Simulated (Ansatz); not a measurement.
`BC1C[SiH2]1` + `N=CCl` → `B/N=C\Cl` + `C1C[SiH2]1`  (ligand exchange at a B–C bond)

Program: Ansatz. Geometries: PBE0-D4/def2-TZVP. ΔE: electronic, gas phase. CCSD(T)/CBS is the MP2 limit (def2-TZVPP, def2-QZVPP) plus CCSD(T) − MP2 in def2-TZVPP, frozen cores. This one scheme is used for every species. DFT in def2-TZVPP. B3LYP here is the variant with VWN-RPA as its local correlation; programs differ in this. HSE06 is defined as in plane-wave codes. One conformer a species, not always the lowest.

| level | ΔE (kJ/mol) | difference from CCSD(T)/CBS |
| --- | --- | --- |
| LDA (SPW92) | -64.9 | -13.8 |
| BLYP-D4 | -73.8 | -22.7 |
| PBE0-D4 | -57.5 | -6.4 |
| r2SCANh-D4 | -60.6 | -9.5 |
| HSE06-D4 | -57.8 | -6.7 |
| ωB97X-V | -58.2 | -7.1 |
| PBE | -64.2 | -13.1 |
| PBE0 | -59.5 | -8.4 |
| B3LYP | -74.5 | -23.4 |
| r2SCANh | -61.1 | -10.0 |
| LC-ωPBE | -60.6 | -9.5 |
| RPA@PBE/def2-TZVPP | -48.0 | 3.1 |
| CCSD/def2-SVP | -68.0 | -16.9 |
| HF/def2-TZVPP | -69.6 | -18.5 |
| HF/CBS(def2) | -69.2 | -18.1 |
| MP2/CBS(def2) | -49.1 | 2.0 |
| CCSD(T)/CBS | -51.1 | 0 |

Largest T1 diagnostic among the species: 0.014.

In def2-TZVPP, CCSD(T) changes the Hartree–Fock value by +17.7 kJ/mol (the triples alone add +2.8 kJ/mol) and MP2 by +19.6 kJ/mol. At CCSD(T), def2-SVP lies −15.1 kJ/mol from the extrapolated value and def2-TZVPP −0.8 kJ/mol.
